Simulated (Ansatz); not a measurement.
Reaction (ligand exchange at the Si–C bond): `FC[SiH](F)S` + CH₃SH → `CS[SiH](F)S` + fluoromethane

Calculated with Ansatz (gas phase, PBE0-D4/def2-TZVP geometries, no zero-point term in ΔE). CCSD(T)/CBS is the MP2 limit (def2-TZVPP, def2-QZVPP) plus CCSD(T) − MP2 in def2-TZVPP, frozen cores. This one scheme is used for every species. Functionals use def2-TZVPP. Each species was taken in one conformer, which may not be the lowest.

`FC[SiH](F)S`:

```xyz
9

F     1.054    0.798   -1.282
C     0.702    0.883    0.061
Si   -0.715   -0.301    0.447
F    -2.063    0.356   -0.103
S    -0.329   -2.179   -0.438
H     0.422    1.920    0.275
H     1.583    0.636    0.664
H    -0.876   -0.497    1.905
H     0.222   -1.615   -1.529
```

CH₃SH:

```xyz
6

C    -0.085   -0.309   -0.372
S     0.257    1.298    0.378
H     0.718   -1.020   -0.179
H    -0.144   -0.136   -1.447
H    -1.037   -0.714   -0.033
H     0.291    0.881    1.653
```

`CS[SiH](F)S`:

```xyz
10

C     1.127   -1.363   -0.322
S     0.281   -0.309   -1.541
Si   -0.968    0.834   -0.298
F    -2.035   -0.050    0.501
S     0.221    1.834    1.153
H     1.878   -1.925   -0.875
H     1.616   -0.762    0.442
H     0.425   -2.056    0.138
H    -1.728    1.744   -1.178
H    -0.816    2.053    1.981
```

`CF`:

Z-matrix (Å, degrees):
```
C
F 1 1.376
H 1 1.092 2 109.1
H 1 1.092 2 109.1 3 -120.0
H 1 1.092 2 109.1 3 120.0
```

```json
{"level": "LDA (SPW92)", "ΔE (eV)": "-0.79"}
{"level": "BLYP-D4", "ΔE (eV)": "-0.83"}
{"level": "ωB97M-V", "ΔE (eV)": "-0.81"}
{"level": "CCSD(T)/def2-SVP", "ΔE (eV)": "-0.79"}
```

(1) What does CCSD(T)/CBS give? (Estimate.)

Largest T1 diagnostic among the species: 0.012.

Results:

(1) The calculation gave: -0.86 eV. The listed levels differ from it by 0.07, 0.03, 0.05, 0.07 eV.

The D4 term adds −0.07 eV with B3LYP and −0.04 eV with PBE0; it sums over pairs of atoms, weighted by their polarisabilities, and B3LYP, whose exchange is more repulsive, gets the larger term. Leaving LDA and LC-ωPBE aside and taking each functional with its dispersion term where it has one, the values, not all of them listed here, spread over 0.08 eV, from PBE-QIDH to CAM-B3LYP-D4. At CCSD(T), def2-SVP lies +0.07 eV from the extrapolated value and def2-TZVPP +0.04 eV.

B3LYP here is the variant with VWN-RPA as its local correlation; programs differ in this.
